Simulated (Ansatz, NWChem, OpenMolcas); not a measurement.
## Worked example: C2H2FN + CH7Si2 → C2H2N + CH7FSi2

Species: C2H2FN (fluoroacetonitrile) `N#CCF`, singlet; CH7Si2 `[SiH2]C[SiH3]`, doublet; C2H2N `[CH2]C#N`, doublet; CH7FSi2 `F[SiH2]C[SiH3]`, singlet. A radical takes F: the energy is the difference in strength between the C–F bond broken and the Si–F bond made.

Shapes, held fixed at every level: PBE0-D4/def2-TZVP. Flexible molecules stand in one conformer, not always the lowest. Programs: Ansatz 0.2.0, NWChem 7.3.0, OpenMolcas 26.06. A level may come from different programs for different species; with the same settings they agree closely. Electronic energies: no zero-point or thermal term.

At B2PLYP/def2-TZVPP; 1 Eh = 2625.50 kJ/mol:

| species | energy (Eh) |
| --- | --- |
| C2H2FN | -231.914263 |
| CH7Si2 | -620.992648 |
| C2H2N | -132.036636 |
| CH7FSi2 | -720.956995 |

Q: Work out ΔE of the reaction at this level.

A: 
1. Products less reactants: (-132.036636) + (-720.956995) − [(-231.914263) + (-620.992648)] = -0.086720 Eh = -227.7 kJ/mol.

Other levels give -259.2 (HF/def2-TZVPP) to -193.4 kJ/mol (PBE0/def2-SVP). No measured value is set beside it here. Spin contamination: C2H2N (⟨S²⟩ up to 0.94). Open shells run unrestricted.
